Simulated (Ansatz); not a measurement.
Born–Oppenheimer molecular dynamics of BBrClH3 (6 atoms, charge 0, multiplicity 1). It starts at the highest image of a converged band, a first-order saddle point between two minima.

The calculation used RKS r2SCANh-D4/def2-SVPD (Ansatz).

```
ensemble                      : NVE (velocity Verlet)
time step                     : 0.5 fs
steps asked                   : 200
starting velocities drawn for : 300 K
seed                          : 6484
```

First frame:

```xyz
6
Properties=species:S:1:pos:R:3
B 0.012 -0.230 0.084
Cl 0.004 0.278 2.006
H 1.061 0.077 -0.399
H -1.058 0.010 -0.390
Br 0.081 -2.353 0.520
H 0.054 -1.296 1.825
```

(1) How far do the bonds stretch over the last three quarters of this one trajectory? (Pairs bonded in most of those frames.)

Answers

(1) 
| bond | mean (Å) | spread (Å) | shortest | longest |
| --- | --- | --- | --- | --- |
| B1–H3 | 1.199 | 0.021 | 1.16 | 1.24 |
| B1–H4 | 1.198 | 0.022 | 1.16 | 1.23 |
| B1–Br5 | 1.908 | 0.054 | 1.83 | 2.03 |
| Cl2–H6 | 1.292 | 0.012 | 1.27 | 1.32 |

Pairs bonded in part of these frames only: B1–Cl2 10 %.

Mean temperature of the second half: 867 K. The conserved energy stayed within 0.093 meV per atom of its start (net change 0.03 meV per atom), so the integration is sound. The kinetic energy rose, since the run started high on the potential surface and went downhill. It ends in pieces (BBrH2 + ClH), so much of that is their flight and rotation, not heat. A run of 0.1 ps of so small a system gives no equilibrium averages. The orbitals stay closed-shell, which can raise the energy where a bond breaks towards radicals; this wasn't checked here.

Run time: 5.6 min on 4 threads of Arm Neoverse V2, with other jobs on the host, peak memory 0.28 GiB.
